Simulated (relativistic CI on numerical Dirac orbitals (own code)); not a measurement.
# Zr³⁺: M2,3 absorption edge

Computed with this model: Dirac-Coulomb-Breit CI, KLI orbitals optimised for each configuration, QED by a radiative potential, valence Slater integrals scaled by 0.9, multiplet model of core-to-valence dipole absorption; configurations [Kr] 4d → [Ne] 3s2 3p5 3d10 4s2 4p6 4d2; 300 K; Lorentzian 3 eV and Gaussian 0.4 eV FWHM. Energies are those of the free ion, without screening or charge transfer. The branching ratio is the share of the lower-energy edge in the whole absorption, uncertain by about 0.02 where the edges overlap. S is read from ⟨S²⟩ = S(S + 1).

Field parameters in Wybourne normalisation: D3d B²₀ = −7Dσ, B⁴₀ = −14Dq − 21Dτ, B⁴₃ = −14√(10/7) Dq; D4h B²₀ = −7Ds, B⁴₀ = 21(Dq − Dt), B⁴₄ = 21√(5/14) Dq; Oh B⁴₀ = 21Dq, B⁴₄ = √(5/14) B⁴₀. The field is a parameter set, without covalency.

Peaks in eV (height, largest 100): 335.0 (100), 340.0 (89), 348.5 (39), 354.0 (34).

Question: Which surroundings give this spectrum?
A. D4h, 10Dq = 23500, Ds = 2760, Dt = 470 cm⁻¹
B. free ion
C. Oh, 10Dq = 11250 cm⁻¹
D. D3d, 10Dq = 41650, Dσ = -1180, Dτ = 170 cm⁻¹

Answer: D. D3d, 10Dq = 41650, Dσ = -1180, Dτ = 170 cm⁻¹, where the ground state has S = 0.50.
